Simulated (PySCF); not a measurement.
**UHF on O⁺ (oxygen, charge +1)**

Configuration: [He] 2s2 2p3, high-spin 4S determinant. Calculation: PySCF 2.14, in aug-cc-pCVTZ-DK (7s6p4d2f, 59 functions); the spin-free X2C one-electron Hamiltonian (Gaussian nucleus).

| Item | Value |
| --- | --- |
| Total energy | -74.423423 hartree |
| One-electron energy | -98.5288 hartree |
| Hartree (Coulomb) energy | 32.0277 hartree |
| Exchange energy | -7.9223 hartree |
| ⟨S²⟩ | 3.7555 |
| ⟨L²⟩ | 0.000 |
| Sum of ⟨r⟩ | 5.812 bohr |
| Sum of ⟨r²⟩ | 7.356 bohr² |
| Langevin diamagnetic susceptibility | -5.83 ×10⁻⁶ cm³/mol |

| shell | electrons | mean orbital energy (eV) | rms radius, mean of both spins (bohr) |
| --- | --- | --- | --- |
| 1s α | 1 | -583.05 | 0.230 |
| 1s β | 1 | -579.44 | 0.230 |
| 2s α | 1 | -56.449 | 1.20 |
| 2s β | 1 | -41.734 | 1.20 |
| 2p α | 3 | -36.183 | 1.21 |

Spin-orbit constants ζ (cm⁻¹) from the X2C one-electron operator on these orbitals: bare nucleus, nucleus screened by l(l+1)(2l+1)/3 electrons, and screened by the Breit-Pauli mean field of the electrons.

```
shell   bare  screened nucleus  mean field
   2p  280.8             210.6       180.9
```
